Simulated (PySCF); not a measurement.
SMILES C/C=C\[SiH3], singlet, GFN2-xTB optimised geometry.

```
12

C      1.47    -1.37     0.00
C     -0.02    -1.37     0.00
C     -0.79    -0.29     0.00
Si    -0.22     1.50     0.00
H      1.86    -0.36     0.01
H      1.84    -1.89    -0.88
H      1.84    -1.90     0.87
H     -0.47    -2.36     0.00
H     -1.86    -0.45     0.00
H      0.59     1.79     1.19
H     -1.41     2.36     0.01
H      0.57     1.80    -1.20
```

Density from PBE0/def2-TZVP run with PySCF at that geometry.

Minimum of the electron density along straight lines between bonded atoms, close to the bond critical point (lines longer than 1.1 times the sum of covalent radii, or with two minima, are not listed):

| bond | length / Å | ρ at the minimum / e bohr⁻³ | ∇²ρ there / e bohr⁻⁵ | position (fraction from the first atom) |
|---|---|---|---|---|
| C1–C2 | 1.490 | 0.264 | ? | 0.49 |
| C2–C3 | 1.327 | ? | -1.08 | 0.51 |
| C3–Si4 | 1.881 | 0.118 | ? | 0.61 |
| C1–H5 | 1.086 | 0.280 | -0.97 | 0.64 |
| C1–H6 | 1.090 | 0.276 | -0.94 | 0.64 |
| C1–H7 | 1.090 | 0.276 | -0.94 | 0.64 |
| C2–H8 | 1.086 | 0.285 | -1.01 | 0.64 |
| C3–H9 | 1.084 | 0.281 | -0.97 | 0.64 |
| Si4–H10 | 1.467 | 0.123 | 0.19 | 0.49 |
| Si4–H11 | 1.465 | 0.124 | 0.19 | 0.49 |
| Si4–H12 | 1.467 | 0.123 | 0.19 | 0.49 |

Problem. Some entries are withheld; supply them.

Solution. 
- C1–C2, ∇²ρ there / e bohr⁻⁵: -0.70
- C2–C3, ρ at the minimum / e bohr⁻³: 0.354
- C3–Si4, ∇²ρ there / e bohr⁻⁵: 0.21
